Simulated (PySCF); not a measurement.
Spectroscopy problems

Averaged over atoms made equivalent by symmetry, fast rotation or ring inversion, no solvent model, non-relativistic Hamiltonian, a single conformation. Structure optimised with GFN2-xTB; shielding tensors at PBE0/pcSseg-1 (GIAO); PySCF 2.14.0 with density-fitted response routines.

Shifts are taken against calculated references (same method and geometry level): 1H and 13C vs TMS. Where no couplings were computed, multiplicities follow the n + 1 count of equivalent neighbours, and m marks all less simple cases (inequivalent or close neighbours, rings, F or P nearby). Shifts are as computed. Against solution values, carbons near 30 ppm lie about +3 ppm off and those near 130 ppm about +5 ppm. Of 1309 compounds with measured shifts, 239 miss one by over three times the rms of a fit or turn the order of signals round; such compounds aren't used in these exercises. OH and NH positions are gas-phase values without hydrogen bonding to other molecules.

(1) C₇H₁₇NSi. 1H NMR (600 MHz, computed): δ 5.29 (m, 1H), 2.50 (s, 6H), 1.78 (m, 1H), 1.53 (m, 2H), 1.41 (m, 2H), 0.97 (t, 3H), 0.84 (m, 2H). 13C{1H} NMR (computed): δ 40.0 (CH2), 38.7 (CH3), 31.1 (CH), 23.1 (CH2), 14.3 (CH3). Give a structure.

(2) C₄H₁₁N₃Si. 1H NMR (600 MHz, computed): δ 8.84 (m, 1H), 5.18 (s, 1H), 3.61 (m, 1H), 3.42 (m, 1H), 2.97 (s, 3H), 2.78 (s, 3H), 0.53 (br s, 1H). 13C{1H} NMR (computed): δ 184.9 (CH), 67.0 (CH2), 34.0 (CH3), 30.1 (CH3). What is it?

Answers

(1) `CC[C@H]1C[Si@@H](N(C)C)C1`. The formula gives 1 degree of unsaturation (1 ring in the answer). 5 carbon signals for 7 carbons: some carbons are equivalent by symmetry or fast rotation. Carbon types of the structure: 1 × CH, 3 × CH2, 3 × CH3, leaving 1 H on heteroatoms. δC 38.7: methyl carbon bonded to N; deshielded by the electronegative neighbour. δH 2.50: hydrogen on a methyl carbon bonded to N; its carbon carries N, an electronegative neighbour. δH 1.41: hydrogen on an sp3 CH2; far from electronegative atoms and π systems. δH 0.97: hydrogen on a methyl carbon; far from electronegative atoms and π systems.

The data come from this structure; uniqueness wasn't tested.

(2) `N1(C)[Si@@H](NC)N=CC1`. The formula gives 2 degrees of unsaturation (1 ring in the answer). 4 carbon signals for 4 carbons: no two carbons are equivalent. Carbon types of the structure: 1 × CH, 1 × CH2, 2 × CH3, leaving 2 H on heteroatoms. δC 184.9: C=N carbon. δC 67.0: sp3 CH2 bonded to N; deshielded by the electronegative neighbour. δH 8.84: hydrogen on a C=N carbon. δH 3.61, 3.42: hydrogen on an sp3 CH2 bonded to N; its carbon carries N, which withdraws density.

This is the structure that produced the data.
